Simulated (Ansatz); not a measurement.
Reaction (formal hydrolysis of the Sn–C bond): `[CH3][SnH2][Cl]` + H₂O → `[OH][SnH2][Cl]` + CH₄

Isolated molecules relaxed with PBE0-D4/def2-TZVP in Ansatz; ΔE leaves out vibrations. CCSD(T)/CBS adds triple-zeta CCSD(T) − MP2 to the extrapolated MP2 energy (def2 sets, frozen cores). This one scheme is used for every species. DFT in def2-TZVPP. B3LYP here is the variant with VWN-RPA as its local correlation; programs differ in this. Elements past krypton have def2 core potentials. For Sn outer-core shells are correlated without core-valence functions, which leaves a few kJ/mol of doubt a bond. Each species was taken in one conformer, which may not be the lowest.

Task: Is it downhill or uphill in electronic energy at CCSD(T)/CBS, and by how much? (Best estimate.)

Result: Ansatz gave: Downhill: ΔE = -0.36 eV.

Task: What do these levels give: PBE-D4, revPBE-D4, B97M-V, r2SCANh-D4, B3LYP, r2SCANh, LC-ωPBE, RPA@PBE/def2-TZVPP, CCSD/def2-SVP, MP2/def2-TZVPP, SCS-MP2/def2-TZVPP, CCSD(T)/def2-TZVPP? (Best estimate.)

Result: Computed: PBE-D4 -0.41, revPBE-D4 -0.41, B97M-V -0.53, r2SCANh-D4 -0.44, B3LYP -0.48, r2SCANh -0.45, LC-ωPBE -0.41, RPA@PBE/def2-TZVPP -0.37, CCSD/def2-SVP -0.47, MP2/def2-TZVPP -0.35, SCS-MP2/def2-TZVPP -0.40, CCSD(T)/def2-TZVPP -0.36 eV.

Task: What do rigid-rotor, harmonic-oscillator terms from PBE0-D4/def2-TZVP frequencies (298.15 K, 1 bar) make of the CCSD(T)/CBS value? (Estimate.)

Result: Ansatz gave: ΔZPE = +0.01 eV, ΔH = -0.36 eV, ΔS = -12 J/(mol·K), ΔG = -0.33 eV.

Largest T1 diagnostic among the species: 0.013.

From BLYP to BHLYP (50 % exact exchange), in def2-TZVPP and without D4, ΔE moves by +0.07 eV. The D4 term adds +0.03 eV with B3LYP and +0.02 eV with PBE0; it sums over pairs of atoms, weighted by their polarisabilities, and B3LYP, whose exchange is more repulsive, gets the larger term.
